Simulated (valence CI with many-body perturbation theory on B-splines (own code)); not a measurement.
**Level structure of Co XIII**

Calculated by valence CI with perturbative core correlation (CI+MBPT): five valence electrons over a frozen Dirac-Fock core [Ne], a basis of 11 s, 11 p, 10 d, 8 f, 5 g, 2 h functions for each j, with the one-electron correlation potential Σ1 (screened to all orders), the two-electron term Σ2, the three-electron term Σ3, Breit, model QED; selected single and double excitations, second order for the rest, scaled by the run's own slope (own B-spline code, finite nucleus).

No measured spectrum was set against this ion. As an estimate, levels of excited configurations hold to 0.05 to 0.15 % of their energy, terms of the ground configuration to about 0.5 %. Among the levels kept, up to 3200 cm⁻¹ of a level comes from second order outside the variational space, and about a tenth of that is noise between levels of different J, which matters for small intervals.

Levels 136 to 174 of 174, with energies above the lowest level, 3s2 3p3 4S°_3/2. "Leading %" is the weight of the configuration and term that name the level; weights of strongly mixed levels are sums over their largest components and can fall short.

```tsv
No.	Configuration	Term	J	E (eV)	Leading %	g	Second component
136	3s2 3p 3d2	2G°	9/2	129.76	67	1.107	16 % 3s 3p3 3d 2G°
137	3s 3p3 3d	2D°	5/2	130.78	67	1.195	21 % 3s2 3p 3d2 2D°
138	3s 3p3 3d	2D°	3/2	131.15	65	0.821	14 % 3s2 3p 3d2 2D°
139	3s2 3p 3d2	4D°	7/2	131.68	79	1.421	13 % 3s 3p3 3d 4D°
140	3s2 3p 3d2	4D°	5/2	131.86	77	1.363	14 % 3s 3p3 3d 4D°
141	3s2 3p 3d2	4D°	3/2	132.04	78	1.193	15 % 3s 3p3 3d 4D°
142	3s2 3p 3d2	4D°	1/2	132.15	51	0.691	17 % 3s 3p3 3d 2S°
143	3s 3p3 3d	2S°	1/2	132.24	32	1.325	29 % 3s2 3p 3d2 2S°
144	3s2 3p 3d2	2F°	7/2	135.39	75	1.136	10 % 3s 3p3 3d 2F°
145	3s2 3p 3d2	2F°	5/2	135.76	74	0.865	10 % 3s 3p3 3d 2F°
146	3s2 3p 3d2	2P°	3/2	135.81	53	1.290	25 % 3s 3p3 3d 2P°
147	3s2 3p 3d2	2P°	1/2	136.38	87	0.664	6 % 3s 3p3 3d 2P°
148	3p4 3d	4D	5/2	136.39	65	1.361	23 % 3s 3p2 3d2 4D
149	3p4 3d	4D	7/2	136.52	68	1.421	24 % 3s 3p2 3d2 4D
150	3p4 3d	4D	3/2	136.54	64	1.191	23 % 3s 3p2 3d2 4D
151	3s2 3p 3d2	4S°	3/2	136.59	73	1.970	15 % 3s 3p3 3d 4S°
152	3p4 3d	4D	1/2	136.81	65	0.071	21 % 3s 3p2 3d2 4D
153	3s2 3p 3d2	2P°	1/2	137.68	39	0.668	36 % 3s 3p3 3d 2P°
154	3s2 3p 3d2	2D°	3/2	138.33	44	0.991	21 % 3s2 3p 3d2 2P°
155	3s2 3p 3d2	2P°	3/2	138.60	56	1.202	18 % 3s2 3p 3d2 2D°
156	3s2 3p 3d2	2D°	5/2	138.82	66	1.185	13 % 3s 3p3 3d 2D°
157	3s 3p2 3d2	6G	3/2	139.44	98	0.009	
158	3s 3p2 3d2	6G	5/2	139.72	97	0.863	
159	3s2 3p 3d2	2G°	7/2	139.76	54	0.993	25 % 3s2 3p 3d2 2F°
160	3p4 3d	2P	1/2	139.92	64	0.719	8 % 3s 3p2 3d2 2P
161	3s 3p2 3d2	6G	7/2	140.11	96	1.148	
162	3s2 3p 3d2	2G°	9/2	140.23	91	1.111	5 % 3s 3p3 3d 2G°
163	3p4 3d	4F	9/2	140.37	52	1.296	21 % 3s 3p2 3d2 4F
164	3s 3p2 3d2	6G	9/2	140.65	92	1.276	
165	3p4 3d	2D	3/2	140.71	54	0.837	19 % 3s 3p2 3d2 2D
166	3p4 3d	2P	3/2	140.89	45	1.452	17 % 3p4 3d 4P
167	3s2 3p 3d2	2F°	5/2	141.04	78	0.866	9 % 3s 3p3 3d 2F°
168	3p4 3d	4F	7/2	141.15	49	1.167	20 % 3s 3p2 3d2 4F
169	3p4 3d	4P	1/2	141.20	48	2.538	38 % 3s 3p2 3d2 4P
170	3s2 3p 3d2	2F°	7/2	141.20	41	1.041	36 % 3s2 3p 3d2 2G°
171	3s 3p2 3d2	6G	11/2	141.27	98	1.343	
172	3p4 3d	4F	5/2	141.79	54	1.051	23 % 3s 3p2 3d2 4F
173	3p4 3d	2D	5/2	141.87	45	1.205	16 % 3s 3p2 3d2 2D
174	3s 3p2 3d2	6G	13/2	142.01	99	1.383
```

Names give the largest LS component (configuration and term), which can be under half, so a name can repeat, a term be missing and a line seem to break the LS rules; names also repeat where a configuration has a term twice.

Where two levels of one J and parity lie close, their mixing, g and order are uncertain.
